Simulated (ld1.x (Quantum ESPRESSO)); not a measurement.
# Sb: one change to a TM potential, before and after

```
Element                 : antimony
Generator               : ld1.x (Quantum ESPRESSO) 7.5
Type                    : norm-conserving Troullier–Martins (Kleinman–Bylander form)
Functional              : PBEsol
Relativity              : scalar-relativistic
Frozen core             : [Kr] 4d10
Valence charge          : 5
Reference configuration : 5s2 5p1.5 (charge +1.5)
Partial waves           : 5s (bound): rc 1.45 bohr; 5p (bound): rc 2.40 bohr
Local potential         : all-electron potential smoothed inside 2.00 bohr (lloc = -1)
Core correction         : Bessel-smoothed model core inside 1.00 bohr
```

Change: functional PBE.

Cutoffs: the cutoffs (Ry, on a coarse ladder) from which the occupation-weighted sum of valence levels, in a spherical-Bessel basis at the reference potential, stays within 10 and 1 mRy of its value at 400 Ry; they do not see the model core or the augmentation charge, which bear on the density cutoff. Errors are all-electron minus pseudo energies relative to the spin-unpolarised reference configuration.

Question: How do hardness, ghosts and transferability respond?

Answer: The potential gets neither clearly harder nor softer (45 Ry and 160 Ry → 50 Ry and 160 Ry); both files keep a bound ghost (d); of the 7 tests that both files solve, the error grows in 0 and shrinks in 2 by more than 15 % and 0.3 meV (median size 2.9 → 2.2 meV).

```tsv
quantity	base	changed
cutoff, loose	45 Ry	50 Ry
cutoff, tight	160 Ry	160 Ry
bound ghosts	d	d
error for 5s2 5p3, meV [ΔE -15.34 → -15.29 eV]	+2.0	+1.5
error for 5s2 5p2, meV [ΔE -6.99 → -6.97 eV]	+1.0	+0.8
error for 5s2 5p1, meV [ΔE 9.02 → 9.00 eV]	-4.1	-4.2
error for 5s2 5p3.3, meV [ΔE -16.50 → -16.45 eV]	+2.9	+2.2
error for 5s1 5p0, meV [ΔE 77.80 → 77.70 eV]	-233	-227
error for 5s2 5p2.5, meV [ΔE -12.06 → -12.03 eV]	+1.2	+0.9
error for 5s1 5p3, meV [ΔE 1.77 → 1.76 eV]	-16	-16
s: phases at 2.58 bohr within 0.05 rad from the reference energy up to (Ry; the scan ends near 5)	-0.9	-0.9
p: phases at 2.58 bohr within 0.05 rad from the reference energy up to (Ry; the scan ends near 5)	1.2	1.3
```

 A true bound ghost makes a file unfit for plane-wave use even where its test errors are small: the radial tests pick states by their node count and pass the ghost by.
